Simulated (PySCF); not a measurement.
CdClH. Atoms are numbered in the order given.

```xyz
3

Cd     0.0000     0.0000    -0.5695
H      0.0000     0.0000    -2.2212
Cl     0.0000     0.0000     1.7387
```
Charge 0, spin multiplicity 1.

Geometry optimised at B3LYP-D3(BJ)/def2-TZVPD. The def2 effective core potentials stand for the cores of Cd; spin–orbit coupling is left out.

Vertical ionisation energy (IE) and electron affinity (EA) in eV. Rows of orbital energies are one-electron estimates. Where ΔSCF, EOM or ADC give a negative EA the extra electron is unbound and the value depends on the basis.

```tsv
level	IE	EA
−ε(HOMO), −ε(LUMO), HF/def2-TZVPD (PySCF)	…	…
−ε(HOMO), −ε(LUMO), ωB97X/def2-TZVPD (PySCF)	11.02	-0.91
```

Q: Fill in the missing entries. (An estimate is asked for; the answer gives what the named calculation found.)

A: 
- −ε(HOMO), −ε(LUMO), HF/def2-TZVPD (PySCF), IE: 11.74
- −ε(HOMO), −ε(LUMO), HF/def2-TZVPD (PySCF), EA: -1.46
